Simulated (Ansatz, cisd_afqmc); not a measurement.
Species: B, charge 0, doublet.

Total energies in aug-cc-pVTZ-DK, 3 correlated electrons, 1 frozen orbitals. Open shells are spin-unrestricted; no spin-orbit coupling. The -DK rows use spin-free X2C. The Monte Carlo rows (phaseless AFQMC, CISD trial, step 0.005/hartree) carry one-sigma bars that omit the constraint's bias. Outlying blocks are dropped, and bars are widened where a walk drifts. Over all cases where full CI ran beside it in this data, AFQMC minus full CI had a median of +0.1 mEh and passed +0.4 mEh in a tenth of the cases. Full CI freezes restricted core orbitals and the other rows unrestricted ones, which leaves a small offset even where coupled cluster is exact.

```tsv
method	program	energy (Eh)	error against FCI (mEh)
HF	Ansatz	-24.53891	66.69
MP2	Ansatz	-24.58332	22.28
CCSD	Ansatz	-24.60383	1.77
CCSD(T)	Ansatz	-24.60518	0.41
CCSDT	Ansatz	-24.60562	-0.03
AFQMC/CISD	cisd_afqmc	-24.6054 ± 0.0001	0.2 ± 0.1
FCI	Ansatz	-24.60559	0.00
```

Ansatz is a quantum-chemistry and plane-wave program.
